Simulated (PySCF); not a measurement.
C₂H₂O₄, SMILES O=C(O)C(=O)O. Atoms are numbered in the order given.

```xyz
8

O     -0.9603    -1.4620     0.0000
C      0.1590    -0.7506     0.0000
O      1.2676    -1.2020     0.0000
C     -0.1590     0.7506     0.0000
O      0.9603     1.4620     0.0000
O     -1.2676     1.2020     0.0000
H     -0.6986    -2.3959     0.0000
H      0.6986     2.3959     0.0000
```

Geometry: PBE0-D3(BJ)/def2-SVP. Other conformers were not sampled.

Level of theory: KT2/pcSseg-1 in PySCF.

GIAO shieldings, no solvent; atoms alike by connectivity are averaged. δ = σ(ref) − σ: ¹⁷O against H2O (σ = 330.4 ppm); ¹³C against TMS (σ = 185.1 ppm); ¹H against TMS (σ = 31.47 ppm), references at their B3LYP-D3(BJ)/def2-TZVP geometries, non-relativistic.

```tsv
nucleus	atoms	count	δ (ppm)
¹⁷O	O3, O6	2	409.1
¹⁷O	O1, O5	2	212.1
¹³C	C2, C4	2	150.7
¹H	H7, H8	2	5.94
```
